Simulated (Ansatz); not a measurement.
Isolated molecules relaxed with PBE0-D4/def2-TZVP in Ansatz; ΔE leaves out vibrations. CBS: MP2 limit from def2 TZ/QZ plus the TZ coupled-cluster correction, frozen cores. Functionals use def2-TZVPP. B3LYP here is the variant with VWN-RPA as its local correlation; programs differ in this. For Ge, Mg outer-core shells are correlated without core-valence functions, which leaves a few kJ/mol of doubt a bond. Scalar relativity is left out up to krypton. Each species was taken in one conformer, which may not be the lowest.

Reaction (formal exchange of groups at a C–O bond): `CC(C)[O][Ge][OH]` + `[F][MgH]` → `C[CH](C)[Mg][F]` + `[OH][Ge][OH]`

| level | ΔE (kJ/mol) | difference from CCSD(T)/CBS |
| --- | --- | --- |
| r2SCAN-D4 | -11.9 | 9.0 |
| B3LYP-D4 | -13.8 | 7.1 |
| ωB97X-V | -9.2 | 11.7 |
| PBE0 | -23.0 | -2.1 |
| B3LYP | -24.1 | -3.2 |
| CCSD/def2-TZVPP | -17.0 | 3.9 |
| SCS-MP2/def2-QZVPP | -22.6 | -1.7 |
| HF/CBS(def2) | -4.2 | 16.7 |
| MP2/CBS(def2) | -29.0 | -8.1 |
| CCSD/CBS(def2) | -21.2 | -0.3 |
| CCSD(T)/CBS | -20.9 | 0 |

Largest T1 diagnostic among the species: 0.015.

In def2-TZVPP, CCSD(T) changes the Hartree–Fock value by −11.7 kJ/mol (the triples alone add +0.4 kJ/mol) and MP2 by −19.9 kJ/mol. The D4 term adds +10.4 kJ/mol with B3LYP and +5.8 kJ/mol with PBE0; it sums over pairs of atoms, weighted by their polarisabilities, and B3LYP, whose exchange is more repulsive, gets the larger term. From PBE to PBE0 (25 % exact exchange), in def2-TZVPP and without D4, ΔE moves by +4.1 kJ/mol.
